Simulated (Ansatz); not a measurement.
Geometry optimisation, Ansatz 0.2.0, RHF/def2-SVP.

Input file:

```yaml
crystal:
  periodic: [false, false, false]
  atoms:
    - { symbol: Zr, position_ang: [0.0, 0.0, 0.0] }
    - { symbol: F, position_ang: [0.0, 0.0, 2.33] }
    - { symbol: Cl, position_ang: [2.3764, 0.0, -0.8392] }
    - { symbol: "N", position_ang: [-1.0409, 1.8034, -0.7359] }
    - { symbol: H, position_ang: [-2.061, 1.7482, -1.0186] }
    - { symbol: H, position_ang: [-0.5204, 2.7241, -0.8065] }
    - { symbol: Cl, position_ang: [-1.1869, -2.0563, -0.8392] }
    - { symbol: Cl, position_ang: [1.4718, -2.235, 0.8892] }
    - { symbol: H, position_ang: [0.7208, -1.0946, 2.1347] }
basis:
  gaussian: { orbitals: def2-SVP }
hamiltonian:
  xc: hf
relax:
  f_tol: 0.15
  max_steps: 25
  restrain:
    - { distance: [0, 7], at: 2.52, k: 30.0 }
    - { distance: [8, 1], at: 0.92, k: 30.0 }
    - { distance: [0, 1], at: 3.18, k: 30.0 }
    - { distance: [8, 7], at: 2.57, k: 30.0 }
```

Run as:

```bash
$ ansatz run input.yaml --threads 2 --pin off --max-ram 3072MiB --backend cpu --events-out ev --progress --plain --runs-dir out
```

Question: Where does it end, and by what steps?

Answer: It converged. The restraints hold the end off the free minimum. After 18 steps the energy has fallen by 3.940 eV (the restraints' own energy left out); H5 moved furthest, 1.80 Å. Parted: Zr1–F2 (2.33 → 3.18 Å). Joined: F2–H9 (1.33 → 0.91 Å).

| step | energy less start (eV) | largest force component (eV/Å) | accepted |
| --- | --- | --- | --- |
| 0 | 0.0000 | 2.933 | yes |
| 1 | -0.4499 | 4.084 | yes |
| 2 | -1.0386 | 1.818 | yes |
| 3 | -1.7933 | 1.139 | yes |
| 4 | -2.5123 | 1.480 | yes |
| 5 | -2.9689 | 1.195 | yes |
| 6 | -3.2753 | 0.845 | yes |
| 7 | -3.4677 | 0.602 | yes |
| 8 | -3.5666 | 0.520 | yes |
| 9 | -3.5960 | 0.509 | yes |
| 10 | -3.6058 | 0.878 | yes |
| 11 | -3.6455 | 0.476 | yes |
| 12 | -3.6457 | 1.245 | no |
| 13 | -3.6576 | 0.485 | yes |
| 14 | -3.6843 | 0.503 | yes |
| 15 | -3.7304 | 0.543 | yes |
| 16 | -3.7820 | 0.879 | yes |
| 17 | -3.8886 | 0.566 | yes |
| 18 | -3.9399 | 0.791 | yes |

```xyz
9
Properties=species:S:1:pos:R:3
Zr 0.422 -0.351 -0.652
F -1.067 -0.296 2.154
Cl 1.872 0.088 -2.463
N -0.377 1.420 -0.232
H -1.086 1.547 0.476
H -0.180 2.300 -0.683
Cl -1.265 -1.897 -1.279
Cl 1.772 -1.276 1.228
H -0.332 -0.645 2.566
```

Run time: 25 s on 2 threads of AMD EPYC 9R45 96-Core Processor (Zen 5), on a shared host, peak memory 0.34 GiB.
